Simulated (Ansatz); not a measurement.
BFH4OSi2, SMILES `F[Si]1([SiH3])BO1`, relaxed with RKS PBE0-D4/def2-TZVP in Ansatz from a PBE-D4/def2-SVP geometry. The force threshold is 0.005 eV/Å; the program also tests the step.

Charge 0, multiplicity 1.

Start:

```xyz
9

F     0.709   -0.443    2.122
Si    0.141    0.321    0.779
Si   -0.932   -1.270   -0.569
B     0.898    2.022    0.266
O     1.553    0.945   -0.197
H     0.026   -2.381   -0.904
H    -1.372   -0.573   -1.826
H    -2.130   -1.831    0.144
H     1.105    3.212    0.185
```

Task: By how much does the energy fall, and how many steps does the optimiser take? (Estimate.)

Result: Ansatz gave: 10.35 kJ/mol, in 16 steps, 3 of them rejected.

Task: Which bonds change most? (An estimate is asked.)

Result: Computed: Si2–O5 from 1.826 to 1.735 Å; F1–Si2 from 1.646 to 1.601 Å; Si2–B4 from 1.931 to 1.895 Å; B4–H9 from 1.211 to 1.189 Å.

Task: Give the relaxed structure. (Best estimate.)

Result: Computed: 
```xyz
9

F     0.758   -0.454    2.043
Si    0.245    0.279    0.715
Si   -0.921   -1.277   -0.577
B     0.841    2.030    0.306
O     1.570    0.991   -0.151
H    -0.069   -2.463   -0.851
H    -1.300   -0.611   -1.850
H    -2.144   -1.697    0.152
H     1.019    3.202    0.215
```
